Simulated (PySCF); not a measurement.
Molfile (atoms numbered from 1):
```
C5H13ClGe
     RDKit          3D

 20 19  0  0  0  0  0  0  0  0999 V2000
   -0.8496   -2.3396    1.4190 C   0  0  0  0  0  0  0  0  0  0  0  0
   -0.2836   -1.0527    0.8172 C   0  0  0  0  0  0  0  0  0  0  0  0
   -0.7099    0.1535    1.6541 C   0  0  0  0  0  0  0  0  0  0  0  0
   -0.7690   -0.8945   -0.6243 C   0  0  0  0  0  0  0  0  0  0  0  0
    1.6967   -1.1444    0.7920 Ge  0  0  0  0  0  4  0  0  0  0  0  0
    2.4661   -0.6376    2.5353 C   0  0  0  0  0  0  0  0  0  0  0  0
    1.8236   -1.6450    3.8710 Cl  0  0  0  0  0  0  0  0  0  0  0  0
   -0.5596   -3.2257    0.8323 H   0  0  0  0  0  0  0  0  0  0  0  0
   -0.5056   -2.4925    2.4526 H   0  0  0  0  0  0  0  0  0  0  0  0
   -1.9535   -2.2968    1.4314 H   0  0  0  0  0  0  0  0  0  0  0  0
   -1.8097    0.2563    1.6407 H   0  0  0  0  0  0  0  0  0  0  0  0
   -0.2901    1.0965    1.2665 H   0  0  0  0  0  0  0  0  0  0  0  0
   -0.4018    0.0454    2.7058 H   0  0  0  0  0  0  0  0  0  0  0  0
   -0.4041    0.0381   -1.0829 H   0  0  0  0  0  0  0  0  0  0  0  0
   -0.4452   -1.7326   -1.2630 H   0  0  0  0  0  0  0  0  0  0  0  0
   -1.8732   -0.8700   -0.6526 H   0  0  0  0  0  0  0  0  0  0  0  0
    2.2598   -0.1334   -0.2358 H   0  0  0  0  0  0  0  0  0  0  0  0
    2.1822   -2.5629    0.4303 H   0  0  0  0  0  0  0  0  0  0  0  0
    2.2308    0.4098    2.7703 H   0  0  0  0  0  0  0  0  0  0  0  0
    3.5590   -0.7508    2.5323 H   0  0  0  0  0  0  0  0  0  0  0  0
  1  2  1  0
  2  3  1  0
  2  4  1  0
  2  5  1  0
  5  6  1  0
  6  7  1  0
  1  8  1  0
  1  9  1  0
  1 10  1  0
  3 11  1  0
  3 12  1  0
  3 13  1  0
  4 14  1  0
  4 15  1  0
  4 16  1  0
  5 17  1  0
  5 18  1  0
  6 19  1  0
  6 20  1  0
M  END
```

Geometry: PBE0-D3(BJ)/def2-SVP; GIAO shifts from PySCF, gas phase, non-relativistic, averaged over equivalent atoms.

At PBE0/pcSseg-1 (215 basis functions, 51 s wall time on 1 thread of an x86-64 server CPU, shared host):
| atoms | δ (ppm) |
| --- | --- |
| C6 | 32.8 |
| C1/C3/C4 | 29.9 |
| C2 | 23.5 |
| Ge5 | -103.5 |
| Cl7 | 24.2 |
| H17/H18 | 4.01 |
| H19/H20 | 3.12 |
| H8/H9/H10/H11/H12/H13/H14/H15/H16 | 1.20 |

Scale: TMS for ¹³C (184.41 ppm) and ¹H (31.27 ppm); GeMe4 for ⁷³Ge (1330.28 ppm); HCl for ³⁵Cl (943.27 ppm) (reference shieldings calculated alike).

Problem. Estimate the result of repeating the calculation with KT2/pcSseg-1.

Solution. 
```json
{"atoms": "C6", "δ at KT2/pcSseg-1": "34.3", "change": "+1.5"}
{"atoms": "C1/C3/C4", "δ at KT2/pcSseg-1": "30.8", "change": "+0.9"}
{"atoms": "C2", "δ at KT2/pcSseg-1": "28.7", "change": "+5.2"}
{"atoms": "Ge5", "δ at KT2/pcSseg-1": "-118.2", "change": "-14.7"}
{"atoms": "Cl7", "δ at KT2/pcSseg-1": "43.4", "change": "+19.2"}
{"atoms": "H17/H18", "δ at KT2/pcSseg-1": "4.10", "change": "+0.09"}
{"atoms": "H19/H20", "δ at KT2/pcSseg-1": "3.33", "change": "+0.21"}
{"atoms": "H8/H9/H10/H11/H12/H13/H14/H15/H16", "δ at KT2/pcSseg-1": "1.28", "change": "+0.08"}
```

Referencing at the same level of theory: TMS for ¹³C (183.22 ppm), ¹H (31.18 ppm); ⁷³Ge (1323.40 ppm) against GeMe4; ³⁵Cl (942.74 ppm) vs HCl.

The largest change is at Cl7 (chlorine bonded to C). Cost: 215 basis functions, 55 s wall time on 1 thread of an x86-64 server CPU, shared host. The order of the carbon signals is the same at both levels.

Relativistic effects, spin–orbit coupling among them, are left out; they matter for Ge and for the light atoms bonded to it. Carbons that carry Cl, above all several Cl atoms, come out too deshielded, partly because spin–orbit coupling is missing.
